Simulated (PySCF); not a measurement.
B3LYP has the VWN-RPA correlation part, as in Gaussian. 

## [Ta(F)3(OH)2] (charge 0, multiplicity 1)

Calculation: B3LYP-D3(BJ)/def2-TZVP // r2SCAN-D4/def2-SVP (PySCF).

| Property | Result |
|---|---|
| HOMO | -9.94 eV |
| dipole moment | 2.67 D |
| HOMO–LUMO gap | 7.95 eV |
| LUMO | -1.99 eV |
| charge on the central atom (Mulliken) | 1.72 e |
| total energy | -13844.29 eV |
| cost | roughly 110 core-seconds |

```xyz
8

Ta    -0.0787     0.0177    -0.0339
F      0.6273     1.4882     0.9560
F     -1.7543     0.4201     0.7165
F      1.1903    -1.0686     0.8277
O      0.4508     0.9476    -1.6068
H      0.8838     1.8103    -1.5240
O     -0.7676    -1.4196    -1.0359
H     -1.1105    -2.1370    -1.5726
```
Charge 0, spin multiplicity 1.
